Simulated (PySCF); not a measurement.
Exercise with solution: chemical shift, span and skew from a shielding tensor

Si(F)(Cl)(Br)(NH2) (BrClFH2NSi), SMILES N[Si](F)(Cl)Br. Atoms are numbered in the order given.

```xyz
7

N      2.0418    -0.1744     0.4401
Si     0.3947     0.1879     0.5224
F     -0.2849    -0.0957     1.9617
Cl     0.1190     2.1774     0.1698
Br    -0.6978    -1.0551    -0.9123
H      2.3859    -1.1059     0.2399
H      2.7580     0.4707     0.7529
```

Geometry: ωB97X-D3(BJ)/def2-SVP. The structure was generated by enumeration, and PubChem lists no compound with its InChIKey, so it may never have been made. One conformer was computed; it need not be the lowest.

GIAO shieldings from HF/pcSseg-1 run with PySCF, non-relativistic, no solvent. The symmetric part of the tensor of F3 has the principal values 273.2, 278.8, 372.8 ppm. The same nucleus in CFCl3 has σ = 238.5 ppm at this level (PySCF, at its B3LYP-D3(BJ)/def2-TZVP geometry). Without spin–orbit terms, shifts of atoms bonded to Cl or Br come out too high.

Q: Work out the isotropic shielding, the ¹⁹F shift against CFCl3, the span and the skew.

A: 
σ(iso) = (σ11 + σ22 + σ33)/3 = 308.3 ppm. δ = σ(ref) − σ(iso) = 238.5 − (308.3) = -69.8 ppm.
Span Ω = σ33 − σ11 = 99.6 ppm. Skew κ = 3(σ(iso) − σ22)/Ω = 0.89. Tumbling in solution averages the tensor to δ; in a static solid the shielding alone would spread this spin-1/2 line over Ω.
